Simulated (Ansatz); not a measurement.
C2H6O2SSi can be A, `O/C([SiH3])=C(\O)S`, or B, `C=C[Si](O)(O)S`.

Computed with Ansatz on PBE0-D4/def2-TZVP structures; ΔE is electronic, products minus reactants. CCSD(T)/CBS adds triple-zeta CCSD(T) − MP2 to the extrapolated MP2 energy (def2 sets, frozen cores). Functionals use def2-TZVPP. B3LYP here is the variant with VWN-RPA as its local correlation; programs differ in this. One conformer a species, not always the lowest.

Question: Which isomer does CCSD(T)/CBS put lower? Give the gap. (Best estimate.)

Answer: Ansatz gave: B, by 107.0 kcal/mol.

Question: Give E(B) − E(A) in kcal/mol with ωB97M-V, PBE-D4, B3LYP-D4, HF/def2-TZVPP, r2SCAN-D4, CCSD(T)/def2-TZVPP, PBE0-D4. (Best estimate.)

Answer: Ansatz gave: ωB97M-V -104.6, PBE-D4 -94.4, B3LYP-D4 -102.4, HF/def2-TZVPP -112.7, r2SCAN-D4 -102.2, CCSD(T)/def2-TZVPP -105.7, PBE0-D4 -99.4. None reverses the order clearly.

Largest T1 diagnostic: 0.013.

From PBE to PBE0 (25 % exact exchange), in def2-TZVPP and without D4, E(B) − E(A) moves by −5.0 kcal/mol. In def2-TZVPP, CCSD(T) changes the Hartree–Fock value by +7.0 kcal/mol (the triples alone add +2.0 kcal/mol) and MP2 by +4.4 kcal/mol.
